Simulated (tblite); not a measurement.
Task: Give a GFN2-xTB geometry of `c1nn(nc1)[SiH3]`.

Result: 
```
atom  x, y, z in Å
Si1   -2.016   -0.007    0.030
N2    -0.254   -0.015   -0.014
N3     0.486   -1.064    0.306
C4     1.735   -0.662    0.179
C5     1.716    0.681   -0.232
N6     0.456    1.051   -0.342
H7    -2.416    0.803    1.179
H8    -2.355   -1.417    0.172
H9    -2.435    0.597   -1.231
H10    2.563   -1.312    0.371
H11    2.525    1.348   -0.444
```

Orientation and origin are arbitrary. Atoms count from 1 in this order. The 6 heavy atoms lie in one plane (0.008 Å rms). N2 (pyrrole-type nitrogen) is planar (angles 123.9°, 122.7° and 113.5°, sum 360.0°, 0.01 Å off the plane of its three neighbours). The 5-membered ring N2–N3–C4–C5–N6 has internal angles of 105.4° to 113.5° (sum 540°, against 540° for a flat polygon); it is planar, 0.00 Å rms from its mean plane, widest ring torsion 0°. Si1 (SiH3 silicon) is distorted tetrahedral (angles from 103.3° to 114.7°).

Bonds between heavy atoms (Å): Si1–N2 1.763, N2–N3 1.323, N3–C4 1.317, C4–C5 1.405, C5–N6 1.318, N2–N6 1.322.

The geometry is computed with GFN2-xTB (gas phase).

Point group: near Cs, missed by 0.34 Å at most; the miss may be what the optimiser left on a soft mode. Its lowest GFN2-xTB frequency is 12 cm⁻¹, too small to tell a flat minimum from a shallow saddle.
